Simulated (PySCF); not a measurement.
Sn(CF3)(OH)3 (CH₃F₃O₃Sn), SMILES [OH][Sn]([OH])([OH])[C](F)(F)F.

The structure is a stationary point at PBE0-D3(BJ)/def2-SVP. The def2 effective core potentials stand for the cores of Sn; spin–orbit coupling is left out. Other conformers were not sampled.

These are PySCF with IEF-PCM-PBE0/def2-SVP values and carry that method's errors.

The values are the electrostatic part of the solvation free energy, E(continuum) − E(gas) at the gas-phase geometry, in a cavity of scaled van der Waals radii (PySCF's table); cavitation and dispersion terms are not included. A continuum can't describe solvent molecules that bind to the metal. In vacuum the orbital gap is 7.22 eV. The dipole moment in vacuum is 1.98 D.

Problem. Estimate the values in water (ε = 78.36), toluene (ε = 2.37), n-hexane (ε = 1.88). (The exact figures need the calculation; the answer reports its results.)

Solution. 
| solvent | ε | ΔG(elec) (kcal/mol) | dipole (D) | gap (eV) |
|---|---|---|---|---|
| water | 78.36 | -10.2 | 2.38 | 7.31 |
| toluene | 2.37 | -4.8 | 2.16 | 7.26 |
| n-hexane | 1.88 | -3.7 | 2.12 | 7.25 |
